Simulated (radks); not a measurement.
Species: Tm XXIII. Configuration: [Kr] 4d10 4f1 (the NIST ground configuration). All-electron calculation, scalar-relativistic Kohn-Sham, PBE, spin-polarised, spherical densities, finite nucleus; open shells are filled with parallel spins first (spin-orbit coupling, left out, can overturn this in heavy ions); Fermi nuclear charge, rms radius 5.2256 fm. Program: a radial shooting solver on a logarithmic mesh with Libxc functionals.

Normalised radial functions P(r) = r R(r), r in bohr:

r	4p down
0.001731	0.0093
0.002501	0.0174
0.003613	0.0321
0.005221	0.0590
0.007604	0.1077
0.01099	0.1882
0.01587	0.3123
0.02293	0.4775
0.03314	0.6383
0.04788	0.6700
0.06973	0.3726
0.1007	-0.3036
0.1456	-0.9407
0.2103	-0.6883
0.3039	0.6279
0.4426	1.6507
0.6395	1.2275
0.9239	0.3658
1.335	0.0358

4p down: eigenvalue -926.96 eV, 2 radial nodes at r = 0.0870, 0.260 bohr, <r> = 0.497 bohr, 90 % of the charge inside 0.714 bohr.
